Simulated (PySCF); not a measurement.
**Fractional electron number in Tc²⁺ (technetium, charge +2)**

The 4d alpha orbital of [Kr] 4d5 is emptied in steps (occupation f), with all orbitals relaxed, ending at [Kr] 4d4. All numbers are calculated (PySCF 2.14, scalar relativity through the core potential, in aug-cc-pVDZ-PP with ECP28MDF). The exact energy is a straight line in f; departures are measured from the line between the end points of the same method.

```tsv
f	r2SCAN0 (eV)
1	0.000
0.9	-0.373
0.7	-0.871
0.5	-1.037
0.3	-0.871
0.1	-0.373
0	0.000
```

| method | E(f=0) − E(f=1) (eV) | −ε at f=1 (eV) | −ε at f=0.5 (eV) |
| --- | --- | --- | --- |
| r2SCAN0 | 29.896 | 25.754 | 29.896 |

Orbital energy along the path (eV):

```json
{"f": "1", "r2SCAN0": "-25.754"}
{"f": "0.9", "r2SCAN0": "-26.580"}
{"f": "0.7", "r2SCAN0": "-28.236"}
{"f": "0.5", "r2SCAN0": "-29.896"}
{"f": "0.3", "r2SCAN0": "-31.556"}
{"f": "0.1", "r2SCAN0": "-33.213"}
{"f": "0", "r2SCAN0": "-34.037"}
```

Reference removal energy between the ground levels: 29.55 eV (semi-empirical (NIST evaluation); NIST Atomic Spectra Database, ionization energies). The calculation has no spin-orbit coupling. The determinant left behind need not be the lowest term of the ion.
